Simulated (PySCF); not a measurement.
CaBr, optimised at B3LYP/6-31G*:

```xyz
2

Ca     0.0023    -1.0066     0.9230
Br    -0.0023     1.0066    -0.9230
```

Energies from PySCF (xtb for GFN2), thermal terms from the rigid-rotor harmonic-oscillator model, ideal gas at 1 bar. 6-31G* has spherical d functions here. Open shells (unrestricted): CaBr (multiplicity 2). GFN2 has no spin-polarisation term. B3LYP is the form with VWN-RPA correlation. Br: all electrons, no relativistic terms.

Problem. List the harmonic frequencies (cm⁻¹, unscaled) at this level and at the other levels, each on its own geometry.

Solution. 
- B3LYP/6-31G*: 262
- GFN2-xTB: 219
- HF/6-31G*: 264
- PBE/def2-SVP: 290
- PBE0/def2-TZVP: 285
